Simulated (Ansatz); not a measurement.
Consider the formal exchange of groups at a Ge–S bond: `[OH][GeH]([SiH3])[SH]` + SiH₄ → `[OH][GeH]([SiH3])[SiH3]` + H₂S.

Isolated molecules relaxed with PBE0-D4/def2-TZVP in Ansatz; ΔE leaves out vibrations. CBS: MP2 limit from def2 TZ/QZ plus the TZ coupled-cluster correction, frozen cores. This one scheme is used for every species. For Ge outer-core shells are correlated without core-valence functions, which leaves a few kJ/mol of doubt a bond. Scalar relativity is left out up to krypton. One conformer a species, not always the lowest.

`[OH][GeH]([SiH3])[SH]`:

Cartesian coordinates in Å:
```
O -1.621 1.150 0.373
Ge -0.040 0.763 -0.360
Si 0.042 -1.614 -0.421
S 1.607 1.618 0.875
H -1.699 2.081 0.595
H 0.119 1.501 -1.705
H 0.111 -2.112 0.977
H 1.263 -2.027 -1.158
H -1.162 -2.162 -1.096
H 1.382 0.803 1.920
```

SiH₄:

Cartesian coordinates in Å:
```
Si 0.000 0.000 0.000
H -0.011 0.754 1.279
H 0.013 0.954 -1.137
H -1.213 -0.852 -0.082
H 1.211 -0.857 -0.059
```

`[OH][GeH]([SiH3])[SiH3]`:

Z-matrix (Å, degrees):
```
Ge
Si 1 2.382
Si 1 2.393 2 113.9
O 1 1.799 2 104.2 3 119.1
H 1 1.550 2 111.2 3 -124.2
H 2 1.488 1 108.5 3 61.2
H 2 1.486 1 109.7 3 -57.7
H 2 1.485 1 110.8 3 -178.9
H 3 1.489 1 110.0 2 171.3
H 3 1.488 1 110.0 2 -68.8
H 3 1.486 1 110.1 2 51.3
H 4 0.960 1 112.2 2 174.3
```

H₂S:

```xyz
3

S    -0.456   -0.378    0.182
H    -0.204    0.927    0.361
H     0.659   -0.549   -0.543
```

```tsv
species	MP2/CBS(def2) energy (Eh)
`[OH][GeH]([SiH3])[SH]`	-2841.71877
SiH₄	-291.42938
`[OH][GeH]([SiH3])[SiH3]`	-2734.18749
H₂S	-398.94045
```

(1) Work out ΔE.

Largest T1 diagnostic among the species: 0.013.

Results:

(1) ΔE = (-2734.18749) + (-398.94045) − (-2841.71877) − (-291.42938) = 0.02021 Eh = +53.1 kJ/mol. CCSD(T)/CBS gives +46.2 kJ/mol.

In def2-TZVPP, CCSD(T) changes the Hartree–Fock value by −10.8 kJ/mol (the triples alone add +0.4 kJ/mol) and MP2 by −3.9 kJ/mol.
